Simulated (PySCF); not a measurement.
SeCl, SMILES Cl[Se], multiplicity 2.

Geometry: B3LYP-D3(BJ)/def2-TZVP. The multiplicity is an assumed one; other spin states were not compared.

Computed with B3LYP-D3(BJ)/def2-TZVP (PySCF).

Frequencies are harmonic and unscaled.

Computed normal modes with their intensities:
```json
[
 {"mode": "1", "ν (cm⁻¹)": "432", "IR (km/mol)": "19.7", "moving atoms (share of kinetic energy)": "Cl 69 %, Se 31 %"}
]
```
